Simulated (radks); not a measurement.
Results of a calculation; reference values are marked as such.
Fractional charge and spin in the 5p shell of dysprosium: the spin-up occupation runs from 2 to 3 and the spin-down occupation from 2 to 3; the fullest corner is Dy, [Kr] 4d10 4f(up 5, down 5) 5s2 6s2 5p(up 3, down 3). Code: a radial shooting solver on a logarithmic mesh with Libxc functionals. Model: scalar-relativistic Kohn-Sham, BLYP, spin-polarised, spherical densities, finite nucleus; Fermi nuclear charge, rms radius of each element as measured or else 0.836 A^(1/3) + 0.57 fm. Energy (eV) minus the two flat planes that join the four corners (they meet along the diagonal where the two added fractions sum to one electron); zero is where a piecewise linear energy would lie.

down \ up,2,2.25,2.5,2.75,3
2,0.000,-1.122,-1.487,-1.107,0.000
2.25,-1.122,-1.435,-1.005,0.151,-1.000
2.5,-1.487,-1.005,0.201,-0.902,-1.318
2.75,-1.107,0.151,-0.902,-1.269,-0.975
3,0.000,-1.000,-1.318,-0.975,0.000

Corners above the fullest one (they belong to Dy+ and the next ion): (up 3, down 2) 30.205 eV, (up 2, down 3) 30.205 eV, (up 2, down 2) 72.470 eV. With half an added electron in each spin the energy lies 0.201 eV from the planes, and with half an added electron in spin up alone -1.487 eV. The planes are only a guide here: the flat-plane condition holds for ground states with one frontier orbital, while this shell lies below other occupied shells, so the corners above the fullest one are inner-hole states and not the ground states of those ions.
